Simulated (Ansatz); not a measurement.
`O[Si](O)(O)[TeH]` + `O[SiH2][S][GeH3]` → `O[SiH2]S[Si](O)(O)O` + `[GeH3][TeH]`  (redistribution)

Gas-phase electronic energies from Ansatz, PBE0-D4/def2-TZVP geometries. CCSD(T)/CBS is the MP2 limit (def2-TZVPP, def2-QZVPP) plus CCSD(T) − MP2 in def2-TZVPP, frozen cores. DFT in def2-TZVPP. B3LYP here is the variant with VWN-RPA as its local correlation; programs differ in this. Elements past krypton have def2 core potentials. For Ge, Te outer-core shells are correlated without core-valence functions, which leaves a few kJ/mol of doubt a bond. Scalar relativity is left out up to krypton. Each species was taken in one conformer, which may not be the lowest.

`O[Si](O)(O)[TeH]`:

Cartesian coordinates in Å:
```
O -1.517 -0.284 -0.634
Si 0.029 -0.007 -0.195
O 0.978 -0.612 -1.382
O 0.156 1.602 0.024
Te 0.755 -1.133 1.901
H -1.775 -1.189 -0.816
H 1.925 -0.490 -1.292
H -0.489 2.144 -0.435
H -0.062 -0.031 2.829
```

`O[SiH2][S][GeH3]`:

Z-matrix (Å, degrees):
```
Si
S 1 2.132
O 1 1.641 2 113.3
H 1 1.477 2 108.3 3 -116.5
H 1 1.489 2 107.5 3 123.0
Ge 2 2.227 1 98.1 3 -95.4
H 3 0.958 1 117.8 2 50.3
H 6 1.539 2 109.6 1 48.8
H 6 1.533 2 105.9 1 167.9
H 6 1.535 2 110.1 1 -72.0
```

`O[SiH2]S[Si](O)(O)O`:

Z-matrix (Å, degrees):
```
Si
S 1 2.141
O 1 1.649 2 110.8
H 1 1.484 2 106.9 3 -122.9
H 1 1.479 2 111.3 3 116.3
Si 2 2.140 1 96.8 3 -12.9
H 3 0.965 1 116.7 2 -47.5
O 6 1.623 2 107.7 1 -175.9
O 6 1.642 2 109.4 1 66.5
O 6 1.622 2 113.2 1 -53.6
H 8 0.958 6 118.4 2 59.1
H 9 0.960 6 116.2 2 64.7
H 10 0.962 6 115.5 2 63.4
```

`[GeH3][TeH]`:

```xyz
6

Ge   -0.654   -0.026   -0.122
Te    1.628    1.067    0.250
H    -1.091   -0.807    1.126
H    -1.621    1.137   -0.383
H    -0.612   -0.963   -1.337
H     2.351   -0.409    0.467
```

```
             level  ΔE (kcal/mol)
            PBE-D4           -9.4
         r2SCAN-D4          -10.3
            B2PLYP           -8.9
              PBE0           -9.0
             B3LYP           -8.6
    MP2/def2-TZVPP           -9.0
SCS-MP2/def2-TZVPP           -8.5
   CCSD/def2-TZVPP           -9.0
```

Q: What does CCSD(T)/CBS give? (Best estimate.)

A: Computed: -8.8 kcal/mol. The listed levels differ from it by -0.6, -1.5, -0.1, -0.2, 0.2, -0.2, 0.3, -0.2 kcal/mol.

Largest T1 diagnostic among the species: 0.012.

In def2-TZVPP, CCSD(T) changes the Hartree–Fock value by −1.4 kcal/mol (the triples alone add −0.3 kcal/mol) and MP2 by −1.1 kcal/mol. The D4 term adds −1.4 kcal/mol with B3LYP and −0.8 kcal/mol with PBE0; it sums over pairs of atoms, weighted by their polarisabilities, and B3LYP, whose exchange is more repulsive, gets the larger term.
